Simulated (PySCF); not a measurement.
Species: (Me)3Sn-S-SiH3, C3H12SSiSn.
Geometry (PBE0-D3(BJ)/def2-SVP, Å), atoms numbered from 1 in this order:
```
atom  x, y, z in Å
Sn1    0.5713   -0.0581    0.2630
C2     2.5632   -0.8156    0.5086
C3     0.3042    1.8919    1.1220
C4    -0.9337   -1.4405    0.9295
S5     0.3226    0.1929   -2.1657
Si6   -1.8037    0.3266   -2.2655
H7     2.8479   -0.7887    1.5706
H8     3.2679   -0.1995   -0.0667
H9     2.6162   -1.8519    0.1477
H10    0.4370    1.8520    2.2131
H11    1.0371    2.5895    0.6936
H12   -0.7075    2.2571    0.8976
H13   -1.9332   -0.9903    0.8412
H14   -0.7567   -1.7046    1.9825
H15   -0.8986   -2.3527    0.3181
H16   -2.1682    0.8423   -3.6177
H17   -2.4732   -0.9961   -2.0646
H18   -2.3488    1.2626   -1.2295
```

Method used: PBE0-D3(BJ)/def2-SVP geometry optimisation, gas phase, def2 core potentials past Kr (PySCF).

**Question.** Which atoms are bound to Sn1, and at what distances?

**Answer.** 4 atoms: C2 2.145 Å, C3 2.148 Å, C4 2.149 Å, S5 2.454 Å. The nearest atom not counted as bound is H12, at 2.72 Å (others tie with it).

**Question.** List the angles at Sn1.

**Answer.** 
```json
{"angle": "C2–Sn1–C3", "degrees": "113.0", "distance of the outer atoms (Å)": "3.58"}
{"angle": "C2–Sn1–C4", "degrees": "112.8", "distance of the outer atoms (Å)": "3.58"}
{"angle": "C3–Sn1–C4", "degrees": "111.9", "distance of the outer atoms (Å)": "3.56"}
{"angle": "C4–Sn1–S5", "degrees": "107.6", "distance of the outer atoms (Å)": "3.72"}
{"angle": "C3–Sn1–S5", "degrees": "106.9", "distance of the outer atoms (Å)": "3.70"}
{"angle": "C2–Sn1–S5", "degrees": "104.1", "distance of the outer atoms (Å)": "3.63"}
```

**Question.** What is the shape at Sn1?

**Answer.** Distorted tetrahedral: angles from 104.1° to 113.0°; τ4 = (360° − α − β)/141° = 0.95 with α and β the two widest (0 for a square, 1 for a tetrahedron).

**Question.** What are the other bond lengths?

**Answer.** C2–H7 and 8 like bonds 1.099 Å; S5–Si6 2.133 Å; Si6–H16, Si6–H17, Si6–H18 1.496 Å.

**Question.** Give some angles away from the centre.

**Answer.** Sn1–S5–Si6 98.8°.

**Question.** What are the rotational constants (commonest isotopes, rigid rotor)?

**Answer.** A = 2003, B = 882.4, C = 830.3 MHz: a near-prolate asymmetric top.

Point group: C1 (no symmetry element, even within 0.4 Å). Charge 0, singlet. No frequency check.
